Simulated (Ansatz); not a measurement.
Computed with Ansatz on PBE0-D4/def2-TZVP structures; ΔE is electronic, products minus reactants. CCSD(T)/CBS adds triple-zeta CCSD(T) − MP2 to the extrapolated MP2 energy (def2 sets, frozen cores). DFT in def2-TZVPP. B3LYP here is the variant with VWN-RPA as its local correlation; programs differ in this. For Br outer-core shells are correlated without core-valence functions, which leaves a few kJ/mol of doubt a bond. Scalar relativity is left out up to krypton. One conformer a species, not always the lowest.

`BrC1O[SiH2]1` + `[F][AlH][CH](F)[SiH3]` → `[SiH3][Si@H]1O[C@@H]1Br` + `F[CH2][AlH][F]`  (redistribution)

`BrC1O[SiH2]1`:

Z-matrix (Å, degrees):
```
C
O 1 1.428
Si 1 1.806 2 61.2
Br 1 1.934 2 114.5 3 113.5
H 1 1.085 2 114.2 3 -120.8
H 3 1.475 1 120.1 2 100.6
H 3 1.477 1 122.9 2 -96.7
```

`[F][AlH][CH](F)[SiH3]`:

Cartesian coordinates in Å:
```
F -0.592 -2.622 -0.527
Al -0.745 -1.130 -1.215
C -0.649 0.406 0.014
F -0.903 1.578 -0.736
Si 0.990 0.595 0.936
H -0.932 -1.021 -2.773
H -1.440 0.321 0.773
H 1.140 -0.596 1.814
H 2.118 0.629 -0.033
H 1.011 1.839 1.747
```

`[SiH3][Si@H]1O[C@@H]1Br`:

```xyz
10

Si   -1.145   -1.532    0.035
Si    0.589   -0.039   -0.410
O     0.110    1.507   -0.905
C     0.707    1.593    0.378
Br    2.382    2.560    0.427
H    -1.725   -2.029   -1.240
H    -0.606   -2.680    0.810
H    -2.182   -0.824    0.826
H     1.810   -0.554   -1.072
H     0.061    1.999    1.151
```

`F[CH2][AlH][F]`:

```xyz
7

F     0.124    0.639   -1.779
C     0.571    0.504   -0.468
Al   -0.632   -0.597    0.644
F    -1.994   -1.239   -0.023
H     1.583    0.077   -0.497
H     0.689    1.511   -0.044
H    -0.341   -0.895    2.166
```

Is it downhill or uphill in electronic energy at CCSD(T)/CBS, and by how much? (An estimate is asked.)

Computed: Downhill: ΔE = -0.09 eV.

What do these levels give: r2SCAN-D4, PBE0-D4, B3LYP-D4, B2PLYP, PBE0, MP2/def2-TZVPP, CCSD(T)/def2-TZVPP, HF/def2-QZVPP, MP2/def2-QZVPP, HF/CBS(def2), MP2/CBS(def2), CCSD/CBS(def2)? (Estimate.)

Ansatz gave: r2SCAN-D4 -0.12, PBE0-D4 -0.18, B3LYP-D4 -0.11, B2PLYP -0.09, PBE0 -0.19, MP2/def2-TZVPP -0.05, CCSD(T)/def2-TZVPP -0.10, HF/def2-QZVPP -0.05, MP2/def2-QZVPP -0.05, HF/CBS(def2) -0.05, MP2/CBS(def2) -0.05, CCSD/CBS(def2) -0.08 eV.

Largest T1 diagnostic among the species: 0.013.
